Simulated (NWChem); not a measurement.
System: sulfur hexafluoride (SF6); SMILES FS(F)(F)(F)(F)F

All runs: NWChem. Pople sets run with spherical d functions. Level Hartree-Fock/6-31G*: optimisations from one semi-empirical or force-field start; each run changes one setting, and all end within 0.3 mHa of each other.

```tsv
setting	optimisation steps
redundant internal coordinates, default thresholds	2
Cartesian coordinates	5
no line search	3
tight thresholds	4
```
